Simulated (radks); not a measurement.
Results of a calculation; reference values are marked as such.
Neutral gallium inside a hard spherical wall (all orbitals vanish at R), configuration held at [Ar] 3d10 4s2 4p1 and not refilled when levels cross. Level of theory: scalar-relativistic Kohn-Sham, r2SCAN, spin-unpolarised, spherical densities, finite nucleus; meta-GGA in the generalised Kohn-Sham scheme; Fermi nuclear charge, rms radius 3.9973 fm (a radial shooting solver on a logarithmic mesh with Libxc functionals). Eigenvalues in eV, with the zero of energy where the potential of the charges vanishes at infinity; a dash marks a level that is unbound or too diffuse for the functional's potential to be trusted. A positive occupied level is held by the wall or, in an anion where self-interaction has pushed it up, behind a barrier. The pressure on the wall is -dE/dV.

| R (bohr) | E (hartree) | kinetic (hartree) | e(3p) | e(3d) | e(4s) | e(4p) | e(5s, empty) | e(5p, empty) | pressure (GPa) |
|---|---|---|---|---|---|---|---|---|---|
| free | -1944.24005 | 1977.332 | -101.87 | -19.695 | -9.252 | -2.535 | - | - | 0 |
| 15 | -1944.24004 | 1977.332 | -101.86 | -19.693 | -9.250 | -2.533 | 0.164 | 1.033 | < 0.0001 |
| 12 | -1944.23992 | 1977.333 | -101.85 | -19.675 | -9.236 | -2.518 | 0.572 | 1.896 | 0.00187 |
| 8 | -1944.23563 | 1977.359 | -101.56 | -19.387 | -9.018 | -2.234 | 3.229 | 6.433 | 0.149 |
| 6 | -1944.20874 | 1977.497 | -100.64 | -18.483 | -8.328 | -1.167 | 9.080 | 14.707 | 2.16 |
| 5 | -1944.14537 | 1977.781 | -99.305 | -17.180 | -7.195 | 0.582 | 16.729 | 24.215 | 10.3 |
| 4 | -1943.92026 | 1978.653 | -96.366 | -14.334 | -4.101 | 5.088 | 34.151 | 44.392 | 60.4 |
